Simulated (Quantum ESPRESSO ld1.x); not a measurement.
Eu3+, configuration [Xe] 4f6. All-electron calculation, scalar-relativistic Kohn-Sham, LDA (Slater exchange, Perdew-Wang correlation), spin-polarised, spherical densities, point nucleus; open shells are filled with parallel spins first. Program: ld1.x of Quantum ESPRESSO 7.5. Some entries of the table are withheld. Estimate them.

orbital  occ.  eigenvalue (hartree)  <1/r> (bohr^-1)
1s down     1              -1777.04            70.18
1s up       1              -1777.04            70.18
2s up       1              -292.811            16.26
2s down     1              -292.808            16.26
2p up       3              -261.118            15.23
2p down     3              -261.116            15.23
3s up       1              -65.3673            5.954
3s down     1              -65.2849            5.959
3p up       3              -55.5045            5.607
3p down     3              -55.4228            5.612
3d up       5              -42.2803            5.323
3d down     5              -42.2164            5.328
4s up       1              -13.9618            2.512
4s down     1              -13.7747            2.511
4p up       3              -10.7106            2.311
4p down     3              -10.5252            2.310
4d up       5              -6.17877            2.034
4d down     5              -5.99691            2.031
5s up       1              -2.72525           0.9907
5s down     1              -2.63034           0.9747
5p up       3              -1.90855           0.8477
5p down     3              -1.83652           0.8296
4f up       6                   (1)              (2)
4f down     0                   (3)              (4)

Answer. 
(1) 4f up eigenvalue (hartree): -1.28734
(2) 4f up <1/r> (bohr^-1): 1.497
(3) 4f down eigenvalue (hartree): -1.12684
(4) 4f down <1/r> (bohr^-1): 1.462
